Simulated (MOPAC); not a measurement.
Input for MOPAC: PM7 on InGe, 2S+1 = 4, a spin state set in the input, which need not be the lowest, a point of a bond scan (R = 2.537 Å).

```
PM7 1SCF PRECISE CHARGE=0 UHF MS=1.5 THREADS=1
GeIn

Ge     0.00000000 1     0.00000000 1     0.00000000 1
In     0.00000000 1     0.00000000 1     2.53671800 1
```

The log:

```
*******************************************************************************
 **                                                                           **
 **                              MOPAC v23.2.5                                **
 **                                                                           **
 *******************************************************************************
 ** MOPAC's Digital Object Identifier: https://doi.org/10.5281/zenodo.6511958 **
 **                                                                           **
 ** Please cite the open-source release paper for use of this MOPAC version:  **
 ** J. E. Moussa and J. J. P. Stewart (2026)                                  **
 ** MOPAC: An open-source semiempirical molecular orbital program             **
 ** J. Open Source Softw., 11(119), 8025, https://doi.org/10.21105/joss.08025 **
 *******************************************************************************

                              PM7 CALCULATION RESULTS

 *******************************************************************************
 *  PM7        - The PM7 Hamiltonian to be used
 *  UHF        - UNRESTRICTED HARTREE-FOCK CALCULATION
 *
 *
 *
 *                 CHARGE ON SYSTEM = 0
 *
 *
 *
 *  MS=        - IN MECI, MAGNETIC COMPONENT OF SPIN =  1.5
 *  PRECISE    - TIGHTER CRITERIA TO BE USED
 *  1SCF       - DO 1 SCF AND THEN STOP
 *  THREADS=1  - MULTI-THREADING NOT USED
 *  T=         - A TIME OF 172800.0 SECONDS REQUESTED
 *  DUMP=N     - RESTART FILE WRITTEN EVERY 7200.0 SECONDS REQUESTED
 *******************************************************************************
PM7 1SCF PRECISE CHARGE=0 UHF MS=1.5 THREADS=1
 GeIn

   ATOM   CHEMICAL          X               Y               Z
  NUMBER   SYMBOL      (ANGSTROMS)     (ANGSTROMS)     (ANGSTROMS)

     1      Ge          0.00000000  *   0.00000000  *   0.00000000  *
     2      In          0.00000000  *   0.00000000  *   2.53671800  *



          CARTESIAN COORDINATES

    NO.       ATOM           X           Y           Z

     1        Ge          0.0000      0.0000      0.0000
     2        In          0.0000      0.0000      2.5367

 General Reference for PM7:
 "Optimization of Parameters for Semiempirical Methods VI: More Modifications to the
 NDDO Approximations and Re-optimization of Parameters", J. J. P. Stewart, J. Mol. Mod., 1:32, 19 (2013)
 https://link.springer.com/article/10.1007/s00894-012-1667-x

           Empirical Formula: Ge In  =     2 atoms



      MOLECULAR POINT GROUP   :   C*v


          UHF CALCULATION, NO. OF ALPHA ELECTRONS =    5
                           NO. OF BETA  ELECTRONS =    2

 -------------------------------------------------------------------------------
 PM7 1SCF PRECISE CHARGE=0 UHF MS=1.5 THREADS=1
 GeIn



     1SCF WAS SPECIFIED, SO BFGS WAS NOT USED
     SCF FIELD WAS ACHIEVED


                              PM7 CALCULATION
                                                       MOPAC v23.2.5 Linux




          FINAL HEAT OF FORMATION =        155.01124 KCAL/MOL =     648.56701 KJ/MOL


          COSMO AREA              =        107.21 SQUARE ANGSTROMS
          COSMO VOLUME            =         96.58 CUBIC ANGSTROMS

          IONIZATION POTENTIAL    =          7.682412 EV
          ALPHA SOMO LUMO (EV)    =         -8.983  0.544
          BETA  SOMO LUMO (EV)    =         -7.682 -2.675
          NO. OF ALPHA ELECTRONS  =          5
          NO. OF BETA  ELECTRONS  =          2
          MOLECULAR WEIGHT        =        187.4100         POINT GROUP:  C*v

          MOLECULAR DIMENSIONS (Angstroms)

            Atom       Atom       Distance
           In     2   Ge     1     2.53672
           In     2   Ge     1     0.00000
           Ge     1   In     2     0.00000


          SCF CALCULATIONS        =          1





   ATOM   CHEMICAL          X               Y               Z
  NUMBER   SYMBOL      (ANGSTROMS)     (ANGSTROMS)     (ANGSTROMS)

     1      Ge          0.00000000  *   0.00000000  *   0.00000000  *
     2      In          0.00000000  *   0.00000000  *   2.53671800  *

                             CARTESIAN COORDINATES

   1   Ge        0.000000000     0.000000000     0.000000000
   2   In        0.000000000     0.000000000     2.536718000


           Empirical Formula: Ge In  =     2 atoms



      MOLECULAR POINT GROUP   :   C*v


          ALPHA EIGENVALUES
 -11.22835 -10.58368  -9.88399  -9.18490  -8.98319   0.54351   1.24483   3.66235


           BETA EIGENVALUES
 -11.74220  -7.68241  -2.67529  -2.65755   0.34414   0.64700   1.23926   5.51589


              NET ATOMIC CHARGES AND DIPOLE CONTRIBUTIONS

  ATOM NO.   TYPE          CHARGE      No. of ELECS.   s-Pop       p-Pop
    1         Ge          -0.461803        4.4618     0.52964     3.93216
    2         In           0.461803        2.5382     0.06420     2.47399
 DIPOLE           X         Y         Z       TOTAL
 POINT-CHG.     0.000     0.000     5.627     5.627
 HYBRID         0.000    -0.000     1.964     1.964
 SUM            0.000    -0.000     7.591     7.591


          ATOMIC ORBITAL ELECTRON POPULATIONS

     Atom    s        px        py        pz
    1 Ge   0.52964   1.00000   0.99115   1.94101
    2 In   0.06420   1.00000   0.00885   1.46514


                    (SZ)    =    1.500000
                    (S**2)  =    3.969725


          ATOMIC ORBITAL SPIN POPULATIONS

    Atom   Total    s     px     py     pz
         Atomic
    1 Ge  2.2168  0.270  1.000  0.991 -0.045
    2 In  0.7832  0.053  1.000  0.009 -0.278

 **********************
 *                    *
 * JOB ENDED NORMALLY *
 *                    *
 **********************




 == MOPAC DONE ==
```

The run finished. Its determinant has ⟨S²⟩ = 3.97, a mixture of spin states.

Cost: very roughly 0.020 core-seconds.
